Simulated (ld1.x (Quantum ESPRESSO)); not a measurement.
# Before and after: TM potential for Se

ld1.x (Quantum ESPRESSO) 7.5 input, shortened:

```
&input
   title='Se', zed=34., rel=1, dft='PBE', iswitch=3,
   config='[Ar] 3d10 4s2 4p4 4d-2'
 /
 &inputp
   pseudotype=2, tm=.true., lloc=-1, rcloc=1.15,
   nlcc=.false.
 /
3
4S  1  0   2.00   0.00  1.15  1.15  0.0
4P  2  1   4.00   0.00  1.70  1.70  0.0
4D  3  2  -2.00  -0.15  1.75  1.75  0.0
 &test
   configts(1)='4s2 4p4'
 /
```

All-electron outer shells of the reference configuration (PBE, scalar-relativistic, ld1.x):

| shell | level (eV) | outermost node (bohr) | outermost maximum (bohr) |
| --- | --- | --- | --- |
| 3p | -152.98 | 0.21 | 0.50 |
| 3d | -53.12 | – | 0.45 |
| 4s | -17.29 | 0.70 | 1.51 |
| 4p | -6.51 | 0.74 | 1.82 |

Change: local potential all-electron potential smoothed inside 1.94 bohr (lloc = -1).

Cutoffs: the cutoffs (Ry, on a coarse ladder) from which the occupation-weighted sum of valence levels, in a spherical-Bessel basis at the reference potential, stays within 10 and 1 mRy of its value at 400 Ry; they do not see the model core or the augmentation charge, which bear on the density cutoff. Errors are all-electron minus pseudo energies relative to the spin-unpolarised reference configuration.

Question: How do hardness, ghosts and transferability respond?

Answer: The potential gets neither clearly harder nor softer (90 Ry and 180 Ry → 90 Ry and 180 Ry); the bound ghost in s disappears; of the 7 tests that both files solve, the error grows in 0 and shrinks in 6 by more than 15 % and 0.3 meV (median size 25.7 → 11.3 meV). In the separable form a ghost depends on how the local part lies against the semilocal potential of the channel, so the choice of the local part can create or remove one. That the errors move this way runs against the usual rule that smaller radii transfer better.

```tsv
quantity	base	changed
cutoff, loose	90 Ry	90 Ry
cutoff, tight	180 Ry	180 Ry
loose cutoff by channel (10 mRy a level)	s 55 Ry, p 8 Ry	s 55 Ry, p 12 Ry
bound ghosts	s	none
error for 4s2 4p3, meV [ΔE 10.84 eV]	-4.1	-2.0
error for 4s2 4p2, meV [ΔE 31.19 eV]	-26	-7.5
error for 4s2 4p1, meV [ΔE 62.06 eV]	-86	-11
error for 4s1 4p4, meV [ΔE 22.38 eV]	+15	+11
error for 4s0 4p6, meV [ΔE 21.96 eV]	+89	+87
error for 4s2 4p3.5, meV [ΔE 4.31 eV]	-1.0	-0.7
error for 4s2 4p0, meV [ΔE 104.25 eV]	-194	+30
```

 A true bound ghost makes a file unfit for plane-wave use even where its test errors are small: the radial tests pick states by their node count and pass the ghost by.
